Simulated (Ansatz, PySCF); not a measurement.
C₅H₅, SMILES C1=[C]CC=C1 (connectivity only; charge and spin as stated), charge +1, multiplicity 1. Atoms are numbered in the order given.

```xyz
10

C     -0.4297    -0.8572     0.4011
C      0.5673    -1.1427    -0.4162
C      1.0572     0.2388    -0.3699
C      0.0598     1.1078     0.0240
C     -1.2118     0.3825     0.3598
H      0.9977    -2.0488    -0.8454
H      2.1228     0.4898    -0.4101
H      0.2564     2.1135     0.4108
H     -1.9687     0.3214    -0.4411
H     -1.6650     0.7487     1.2930
```
Charge +1, spin multiplicity 1.

Geometry optimised at PBE0-D3(BJ)/def2-SVP. The spin state was assumed, not searched. The isomer is the one that the SMILES or the coordinates give; other isomers of the formula were not compared. The values are those of a single conformer.

Vertical ionisation energy (IE) and electron affinity (EA) in eV. Rows of orbital energies are one-electron estimates. Where ΔSCF, EOM or ADC give a negative EA the extra electron is unbound and the value depends on the basis.

```
level                                                                         IE    EA
-------------------------------------------------------------------------  -----  ----
−ε(HOMO), −ε(LUMO), PBE/def2-TZVP (PySCF)                                  12.35  9.94
ΔSCF, CAM-B3LYP/def2-TZVPD (Ansatz), final states of multiplicity 2 and 2  15.62  6.97
```

What vertical singlet–triplet gap does ΔSCF give with CAM-B3LYP/def2-TZVPD (Ansatz, a quantum-chemistry and plane-wave program)? (Estimate from the structure and the level; the computed values follow.)

1.47 eV (triplet above singlet where positive).
